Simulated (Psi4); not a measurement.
CH5O2Sc (SMILES [CH3][Sc]([OH])[OH]): methods side by side

The species is CH5O2Sc (9 atoms), meant as a singlet with charge 0. As SMILES, `[CH3][Sc]([OH])[OH]`. Geometry: optimised at PBE0/def2-TZVP. This is one conformer, not always the lowest.

```xyz
9

C    -0.0774    1.0386   -1.1845
Sc    0.0142   -0.3942    0.4839
O     1.3456   -1.6980    0.3747
O    -1.2139   -0.1445    1.8673
H     0.1169    0.5656   -2.1552
H     0.6901    1.8173   -1.0680
H    -1.0401    1.5579   -1.2556
H     1.9869   -2.3944    0.4762
H    -1.7869   -0.1518    2.6276
```

Each level gives the dipole moment (D). The values are calculated.

| level | kind | program | value (D) | CPU time |
| --- | --- | --- | --- | --- |
| PBE-D4/def2-TZVPP (density fitting) | GGA | Psi4 | 2.15 | 44 s |
| r2SCAN-D4/def2-TZVPP (density fitting) | meta-GGA | Psi4 | 2.14 | 2.6 min |
| B3LYP-D4/def2-TZVPP (density fitting) | global hybrid | Psi4 | 2.16 | 55 s |
| PBE0-D4/def2-TZVPP (density fitting) | global hybrid | Psi4 | 2.13 | 42 s |
| wB97M-V/def2-TZVPP (density fitting) | range-separated hybrid | Psi4 | 2.21 | 3.2 min |

The values span 2.13 to 2.21 D. Magnitudes only. CPU times are rough (shared hosts, several kinds of processor): they show what a rung costs within a factor of a few.
